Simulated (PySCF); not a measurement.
PySCF input for H4OSSi, SMILES [SiH2](O)S, TDA-B3LYP/def2-SVPD. Coordinates come from a ωB97X-D3(BJ)/def2-TZVP optimisation. Other conformers were not sampled.

```python
import numpy as np
from pyscf import gto, scf, dft, tdscf

mol = gto.M(
    atom='''
    Si   -0.73415350   -0.10455364    0.24869567
    O    -0.82551615    1.51133595    0.54644041
    S     1.14369595   -0.69252209   -0.56236348
    H    -0.98498128   -0.74354082    1.55393041
    H    -1.70542421   -0.54863391   -0.77735812
    H    -0.57098877    2.10548660   -0.16296626
    H     1.84453746   -0.35989504    0.53094690
    ''',
    basis='def2-SVPD',
    charge=0,
    spin=0,
    max_memory=1600,
    verbose=4,
)
mf = dft.RKS(mol, xc='b3lyp').density_fit(auxbasis='def2-universal-jkfit')
mf.grids.level = 3
mf.conv_tol = 1e-9
mf.max_cycle = 100
mf.kernel()
mf.grids = dft.Grids(mol).set(level=1).build(with_non0tab=True)  # coarser grid for the response kernel
td = tdscf.TDA(mf)
td.singlet = True
td.nstates = 10
td.conv_tol = 1e-4
td.kernel(x0=td.get_init_guess(mf, 15))
td.analyze()
tt = tdscf.TDA(mf)
tt.singlet = False
tt.nstates = 4
tt.conv_tol = 1e-4
tt.kernel(x0=tt.get_init_guess(mf, 9))
tt.analyze(verbose=3)
```

Program output:

```
PySCF version 2.14.0

[INPUT] verbose = 4
[INPUT] num. atoms = 7
[INPUT] num. electrons = 42
[INPUT] charge = 0
[INPUT] spin (= nelec alpha-beta = 2S) = 0
[INPUT] symmetry False subgroup None
[INPUT] Mole.unit = angstrom
[INPUT] Symbol           X                Y                Z      unit          X                Y                Z       unit  Magmom
[INPUT]  1 Si    -0.734153500000  -0.104553640000   0.248695670000 AA   -1.387349048391  -0.197577744926   0.469966704665 Bohr   0.0
[INPUT]  2 O     -0.825516150000   1.511335950000   0.546440410000 AA   -1.559999434905   2.856011027709   1.032622718295 Bohr   0.0
[INPUT]  3 S      1.143695950000  -0.692522090000  -0.562363480000 AA    2.161272115274  -1.308677085311  -1.062712959657 Bohr   0.0
[INPUT]  4 H     -0.984981280000  -0.743540820000   1.553930410000 AA   -1.861344857024  -1.405088512235   2.936502891533 Bohr   0.0
[INPUT]  5 H     -1.705424210000  -0.548633910000  -0.777358120000 AA   -3.222784683103  -1.036767832549  -1.468993947507 Bohr   0.0
[INPUT]  6 H     -0.570988770000   2.105486600000  -0.162966260000 AA   -1.079012395502   3.978793032942  -0.307961598945 Bohr   0.0
[INPUT]  7 H      1.844537460000  -0.359895040000   0.530946900000 AA    3.485670625901  -0.680103059189   1.003344227687 Bohr   0.0

nuclear repulsion = 154.04394627904
number of shells = 46
number of NR pGTOs = 160
number of NR cGTOs = 106
basis = def2-SVPD
ecp = {}


******** <class 'pyscf.df.df_jk.DFRKS'> ********
method = DFRKS
initial guess = minao
damping factor = 0
level_shift factor = 0
DIIS = <class 'pyscf.scf.diis.CDIIS'>
diis_start_cycle = 1
diis_space = 8
diis_damp = 0
SCF conv_tol = 1e-09
SCF conv_tol_grad = None
SCF max_cycles = 100
direct_scf = False
XC library pyscf.dft.libxc version 7.1.2
    S. Lehtola, C. Steigemann, M. J. T. Oliveira, and M. A. L. Marques,  SoftwareX 7, 1–5 (2018)
XC functionals = b3lyp
    P. J. Stephens, F. J. Devlin, C. F. Chabalowski, and M. J. Frisch,  J. Phys. Chem. 98, 11623 (1994)
radial grids:
    Treutler-Ahlrichs [JCP 102, 346 (1995); DOI:10.1063/1.469408] (M4) radial grids

becke partition: Becke, JCP 88, 2547 (1988); DOI:10.1063/1.454033
pruning grids: <function nwchem_prune>
grids dens level: 3
symmetrized grids: False
atomic radii adjust function: <function treutler_atomic_radii_adjust>
small_rho_cutoff = 0
Set gradient conv threshold to 3.16228e-05
Initial guess from minao.
tot grids = 91376
******** <class 'pyscf.df.df.DF'> ********
auxbasis = def2-universal-jkfit
init E= -765.244869501674
  HOMO = -0.306260335847548  LUMO = -0.0401075371385953  gap/eV = 7.24239
cycle= 1 E= -765.059141243643  delta_E= 0.186  |g|= 0.714  |ddm|= 2.83
  HOMO = -0.190463010174355  LUMO = -0.00700285690280023  gap/eV = 4.99221
cycle= 2 E= -764.830567137257  delta_E= 0.229  |g|= 1.29  |ddm|= 1.66
  HOMO = -0.263649111466084  LUMO = -0.0153971126451307  gap/eV = 6.75528
cycle= 3 E= -765.156157050323  delta_E= -0.326  |g|= 0.0973  |ddm|= 1.07
  HOMO = -0.281658495347873  LUMO = -0.0134702662162391  gap/eV = 7.29777
cycle= 4 E= -765.158386426367  delta_E= -0.00223  |g|= 0.0413  |ddm|= 0.194
  HOMO = -0.27545866153121  LUMO = -0.012860948763203  gap/eV = 7.14565
cycle= 5 E= -765.158918860231  delta_E= -0.000532  |g|= 0.00534  |ddm|= 0.0684
  HOMO = -0.275580600514709  LUMO = -0.0129278028694446  gap/eV = 7.14715
cycle= 6 E= -765.158927162256  delta_E= -8.3e-06  |g|= 0.00134  |ddm|= 0.0085
  HOMO = -0.275620429378072  LUMO = -0.0129667349855929  gap/eV = 7.14717
cycle= 7 E= -765.158927717389  delta_E= -5.55e-07  |g|= 0.000331  |ddm|= 0.00235
  HOMO = -0.275582757654167  LUMO = -0.0129548826493582  gap/eV = 7.14647
cycle= 8 E= -765.158927754106  delta_E= -3.67e-08  |g|= 6.78e-05  |ddm|= 0.000605
  HOMO = -0.275584970624426  LUMO = -0.0129567514746793  gap/eV = 7.14648
cycle= 9 E= -765.158927755678  delta_E= -1.57e-09  |g|= 1.66e-05  |ddm|= 0.00012
  HOMO = -0.275587015606342  LUMO = -0.0129568632027586  gap/eV = 7.14653
cycle= 10 E= -765.158927755772  delta_E= -9.39e-11  |g|= 2.81e-06  |ddm|= 2.65e-05
  HOMO = -0.275586774990889  LUMO = -0.0129567187891091  gap/eV = 7.14653
Extra cycle  E= -765.158927755769  delta_E= 3.18e-12  |g|= 3.16e-06  |ddm|= 6.35e-06
converged SCF energy = -765.158927755769
tot grids = 27800


******** <class 'pyscf.tdscf.rks.TDA'> for <class 'pyscf.df.df_jk.DFRKS'> ********
nstates = 10 singlet
deg_eia_thresh = 1.000e-03
wfnsym = None
conv_tol = 0.0001
eigh lindep = 1e-12
eigh level_shift = 0
eigh max_cycle = 100


Excitation energies (eV)
[6.09630927 6.58126419 6.73408183 7.37560714 7.59281203 7.61025945
 7.70141982 7.78469674 7.92058155 7.97803614]

** Singlet excitation energies and oscillator strengths **
Excited State   1:      6.09631 eV    203.38 nm  f=0.0298
      21 -> 22       -0.60877
      21 -> 23       -0.31536
      21 -> 24        0.14998
Excited State   2:      6.58126 eV    188.39 nm  f=0.0400
      21 -> 22        0.33963
      21 -> 23       -0.49626
      21 -> 24        0.32778
Excited State   3:      6.73408 eV    184.11 nm  f=0.0331
      21 -> 23       -0.36600
      21 -> 24       -0.59144
Excited State   4:      7.37561 eV    168.10 nm  f=0.0180
      20 -> 22        0.67609
      20 -> 23       -0.15541
Excited State   5:      7.59281 eV    163.29 nm  f=0.0087
      20 -> 23        0.24500
      21 -> 25        0.34273
      21 -> 26        0.53394
Excited State   6:      7.61026 eV    162.92 nm  f=0.0343
      19 -> 22        0.16378
      20 -> 23       -0.17798
      20 -> 24        0.14112
      21 -> 25       -0.46033
      21 -> 26        0.42392
Excited State   7:      7.70142 eV    160.99 nm  f=0.0496
      19 -> 22       -0.31480
      20 -> 22        0.15640
      20 -> 23        0.47809
      21 -> 25       -0.36255
Excited State   8:      7.78470 eV    159.27 nm  f=0.0032
      19 -> 22       -0.57921
      19 -> 23        0.11163
      20 -> 23       -0.35623
Excited State   9:      7.92058 eV    156.53 nm  f=0.0212
      21 -> 27       -0.64704
      21 -> 28        0.22435
Excited State  10:      7.97804 eV    155.41 nm  f=0.0116
      20 -> 24        0.12676
      21 -> 27        0.20868
      21 -> 28        0.63338

** Transition electric dipole moments (AU) **
state          X           Y           Z        Dip. S.      Osc.
  1         0.0886     -0.4320      0.0701      0.1994      0.0298
  2        -0.2826      0.4079     -0.0441      0.2482      0.0400
  3        -0.2879     -0.2192      0.2639      0.2006      0.0331
  4         0.2715      0.0359     -0.1564      0.0994      0.0180
  5         0.1499      0.0656     -0.1420      0.0469      0.0087
  6        -0.2362     -0.3001      0.1950      0.1838      0.0343
  7         0.0560     -0.4979     -0.1077      0.2627      0.0496
  8        -0.0804     -0.0545      0.0859      0.0168      0.0032
  9         0.2136     -0.1679     -0.1882      0.1092      0.0212
 10        -0.0932      0.2093     -0.0827      0.0594      0.0116

** Transition velocity dipole moments (imaginary part, AU) **
state          X           Y           Z        Dip. S.      Osc.
  1         0.0053     -0.1005      0.0217      0.0106      0.0316
  2        -0.0330      0.0635     -0.0115      0.0052      0.0145
  3        -0.0401     -0.0639      0.0540      0.0086      0.0232
  4         0.0848      0.0061     -0.0367      0.0086      0.0211
  5         0.0376      0.0030     -0.0412      0.0031      0.0075
  6        -0.0391     -0.0448      0.0378      0.0050      0.0118
  7         0.0353     -0.1021     -0.0384      0.0132      0.0310
  8        -0.0183     -0.0118      0.0241      0.0011      0.0025
  9         0.0600     -0.0338     -0.0485      0.0071      0.0162
 10        -0.0179      0.0380     -0.0012      0.0018      0.0040

** Transition magnetic dipole moments (imaginary part, AU) **
state          X           Y           Z
  1        -0.0511      0.4304      0.5349
  2         0.0159     -0.1161      0.0440
  3         0.1963      0.1005      0.0766
  4        -0.3165     -0.0977      0.8095
  5        -0.0718      0.2424     -0.4029
  6         0.1184      0.1377      0.5673
  7         0.5716     -0.4492     -0.2158
  8         0.8738     -0.6244      0.3206
  9         0.0525     -0.2899      0.1190
 10        -0.4722     -0.1843     -0.3129


******** <class 'pyscf.tdscf.rks.TDA'> for <class 'pyscf.df.df_jk.DFRKS'> ********
nstates = 4 triplet
deg_eia_thresh = 1.000e-03
wfnsym = None
conv_tol = 0.0001
eigh lindep = 1e-12
eigh level_shift = 0
eigh max_cycle = 100


Excitation energies (eV)
[5.68657943 6.14286167 6.3407731  7.03489215]

** Triplet excitation energies and oscillator strengths **
Excited State   1:      5.68658 eV    218.03 nm  f=0.0000
Excited State   2:      6.14286 eV    201.83 nm  f=0.0000
Excited State   3:      6.34077 eV    195.53 nm  f=0.0000
Excited State   4:      7.03489 eV    176.24 nm  f=0.0000
```

The run converged.

Cost: roughly 40 core-seconds.
